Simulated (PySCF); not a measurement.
Simulation results for CH$_{7}$BNSi, BH$_{5}$NOSi, AlBFH$_{2}$O

All values are calculated (PySCF 2.14.0). Calculation on a computer-drawn molecule: the log of a Hartree-Fock and frozen-core CCSD(T) single point meant for a local Hartree-Fock minimum, with one planted fault or none, to be diagnosed. Offsets are logged minus clean, where the clean run is the same molecule without the fault. The reference is restricted for singlets and unrestricted otherwise, and also for a bond in bohr or an excited solution. Adding or removing an electron swaps singlet and doublet. The excited solution moves the top pair (singlet) or top alpha electron (doublet) to the lowest empty orbital. Highest occupied and lowest empty are orbital energies over both spins, largest force is the largest gradient component, triples share is (T) over the correlation energy, the T1 limit is 0.02 restricted and 0.045 unrestricted, electrons count all cores, a negative frequency is imaginary (commonest isotopes), and the dipole is about the centre of nuclear charge.

Common to all runs: meant basis cc-pV(D+d)Z; logged SCF converged yes; logged CC converged yes; logged SCF stable within its kind yes; possible faults no fault, one electron removed, one electron added, multiplicity raised by two, geometry at a saddle point, SCF held on an excited solution, minimal basis STO-3G, one bond length entered in bohr, all coordinates scaled.

(1) 
```xyz
11
formula=CH7BNSi meant_charge=1 meant_multiplicity=1 logged_electrons=39 logged_basis_functions=100 logged_spin_squared=0.7699 logged_highest_occupied=-6.7781 logged_lowest_empty=2.141 logged_largest_force=0.036443 logged_T1_diagnostic=0.014001 logged_D1_diagnostic=0.050395 logged_triples_share=0.028227 logged_dipole_magnitude=1.3782 logged_energy_HF=-410.0172 logged_energy_CCSD(T)=-410.57751 planted_fault=one_electron_added HF_energy_offset_from_clean_run=-137.8 CCSD(T)_energy_offset_from_clean_run=-146
C     -1.4547     0.7709    -0.1244
Si    -0.0319    -0.3891    -0.0855
B      1.5019    -0.3589     1.2890
N      2.4890    -1.2995     1.1924
H     -1.4031     1.5279     0.6575
H     -1.5008     1.2550    -1.1066
H     -2.3827     0.1961    -0.0174
H     -0.0635    -1.4005    -1.1564
H      1.4780     0.4836     2.1297
H      3.2543    -1.3206     1.8419
H      2.5473    -2.0231     0.5034
```

Units: logged_highest_occupied, logged_lowest_empty in eV; logged_largest_force in hartree/bohr; logged_dipole_magnitude in debye; logged_energy_HF, logged_energy_CCSD(T) in hartree; HF_energy_offset_from_clean_run, CCSD(T)_energy_offset_from_clean_run in kcal/mol.

Drawn bonds:
| atom | other atom | order |
| --- | --- | --- |
| 1 | 2 | 1 |
| 2 | 3 | 1 |
| 3 | 4 | 1 |
| 1 | 5 | 1 |
| 1 | 6 | 1 |
| 1 | 7 | 1 |
| 2 | 8 | 1 |
| 3 | 9 | 1 |
| 4 | 10 | 1 |
| 4 | 11 | 1 |

(2) 
```xyz
9
formula=BH5NOSi meant_charge=0 meant_multiplicity=2 logged_electrons=39 logged_basis_functions=90 logged_spin_squared=0.7537 logged_highest_occupied=-8.7468 logged_lowest_empty=1.5663 logged_largest_force=2.172e-05 logged_lowest_frequency=104.68 logged_T1_diagnostic=0.015468 logged_D1_diagnostic=0.053997 logged_triples_share=0.025711 logged_dipole_magnitude=1.9478 logged_energy_HF=-445.92768 logged_energy_CCSD(T)=-446.50454 planted_fault=no_fault HF_energy_offset_from_clean_run=0 CCSD(T)_energy_offset_from_clean_run=0
O     -1.2037    -0.9730     1.1644
B     -0.9637     0.1008     1.9595
N      0.3398     0.5332     2.3579
Si     1.9140    -0.1506     2.0916
H     -0.4379    -1.4295     0.8515
H     -1.9231     0.7137     2.3384
H      0.3235     1.3437     2.9497
H      1.7964    -1.1851     1.0331
H      2.8806     0.8955     1.6738
```

Units: logged_highest_occupied, logged_lowest_empty in eV; logged_largest_force in hartree/bohr; logged_lowest_frequency in cm⁻¹; logged_dipole_magnitude in debye; logged_energy_HF, logged_energy_CCSD(T) in hartree; HF_energy_offset_from_clean_run, CCSD(T)_energy_offset_from_clean_run in kcal/mol.

Drawn bonds:
| atom | other atom | order |
| --- | --- | --- |
| 1 | 2 | 1 |
| 2 | 3 | 1 |
| 3 | 4 | 1 |
| 1 | 5 | 1 |
| 2 | 6 | 1 |
| 3 | 7 | 1 |
| 4 | 8 | 1 |
| 4 | 9 | 1 |

(3) 
```xyz
6
formula=AlBFH2O meant_charge=0 meant_multiplicity=2 logged_electrons=38 logged_basis_functions=75 logged_spin_squared=0 logged_highest_occupied=-0.11635 logged_lowest_empty=6.9659 logged_largest_force=0.038094 logged_T1_diagnostic=0.01886 logged_D1_diagnostic=0.064732 logged_triples_share=0.023013 logged_dipole_magnitude=5.5599 logged_energy_HF=-442.10703 logged_energy_CCSD(T)=-442.67151 planted_fault=one_electron_added HF_energy_offset_from_clean_run=14.74 CCSD(T)_energy_offset_from_clean_run=-5.158
O      2.4793     3.5120    -0.1156
Al     3.0379     2.1563     0.7328
B      2.4979     0.1084     0.1782
F      1.4828    -0.5008     0.8019
H      1.8935     3.6068    -0.8478
H      3.1290    -0.5879    -0.5794
```

Units: logged_highest_occupied, logged_lowest_empty in eV; logged_largest_force in hartree/bohr; logged_dipole_magnitude in debye; logged_energy_HF, logged_energy_CCSD(T) in hartree; HF_energy_offset_from_clean_run, CCSD(T)_energy_offset_from_clean_run in kcal/mol.

Drawn bonds:
| atom | other atom | order |
| --- | --- | --- |
| 1 | 2 | 1 |
| 2 | 3 | 1 |
| 3 | 4 | 1 |
| 1 | 5 | 1 |
| 3 | 6 | 1 |
